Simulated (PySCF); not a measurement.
# pentafluorochloroethane: calculation against experiment

**What was measured.**

NIST CCCBDB Release 22 (SRD 101), experimental dipoles lists, for the gas: dipole moment (dielectric constant against temperature) 0.52 D.

How close the calculation comes is told at the end.

Pentafluorochloroethane, C2ClF5.
Atom-mapped SMILES: `[F:1][C:2]([F:3])([F:4])[C:5]([F:6])([F:7])[Cl:8]`

Geometry (PBE0-D3(BJ)/def2-TZVP, Å), atoms numbered from 1 in this order:
```xyz
8
C2ClF5 angstrom
F     -1.7469   -0.1115   -0.3027
C     -0.6518    0.0247    0.4345
F     -0.7002    1.1901    1.0614
F     -0.6127   -0.9515    1.3283
C      0.5914   -0.0396   -0.4917
F      0.5016    0.9392   -1.3884
F      0.5815   -1.2046   -1.1347
Cl     2.0727    0.1244    0.4320
```

Runs made with PySCF (gas phase, on this PBE0-D3(BJ)/def2-TZVP geometry; no spin–orbit coupling):

| level | job | basis functions | wall time |
| --- | --- | --- | --- |
| PBE0-D3(BJ)/def2-TZVP, grid level 2 | geometry optimisation from a GFN2-xTB start shaken at random | 254 | 2.9 min |
| B97-2/pcSseg-2 | shieldings | 295 | 36 s |
| KT3/pcSseg-2 | shieldings | 295 | 48 s |
| PBE0/pcSseg-2 | shieldings, charges and field gradients | 295 | 37 s |
| wB97X-D/pcSseg-2 | shieldings | 295 | 48 s |
| CAM-B3LYP/aug-cc-pVTZ | 10 singlets by full TDDFT, 4 Tamm–Dancoff triplets, polarisability | 372 | 1.7 min |
| PBE0/aug-cc-pVTZ | 10 singlets by full TDDFT, 4 Tamm–Dancoff triplets, polarisability, dynamic polarisability | 372 | 95 s |
| wB97X-D/aug-cc-pVTZ | 10 singlets by full TDDFT, 4 Tamm–Dancoff triplets, polarisability, ΔSCF ions | 372 | 5.7 min |

Hardware: one thread, Arm Neoverse V1 (aarch64), shared host.

## Comparison

**Dipole moment.** Measured: 0.52 D (NIST CCCBDB Release 22 (SRD 101), experimental dipoles).

```csv
level,computed (D),computed − measured (D),% (from the printed values)
PBE0-D3(BJ)/def2-TZVP,0.46,-0.06,-12
B97-2/pcSseg-2,0.44,-0.08,-15
KT3/pcSseg-2,0.37,-0.15,-29
PBE0/pcSseg-2,0.46,-0.06,-12
wB97X-D/pcSseg-2,0.44,-0.08,-15
CAM-B3LYP/aug-cc-pVTZ,0.54,+0.02,+4
PBE0/aug-cc-pVTZ,0.46,-0.06,-12
wB97X-D/aug-cc-pVTZ,0.45,-0.07,-13
```

Closest is CAM-B3LYP/aug-cc-pVTZ (+0.02 D), furthest KT3/pcSseg-2 (-0.15 D); one molecule doesn't rank methods. The computed dipoles belong to one fixed geometry; measured ones are averaged over vibrations unless marked μe. Magnitudes are compared, not signs.

The geometry is computed, not the measured one. Where a level misses, the cause wasn't examined.
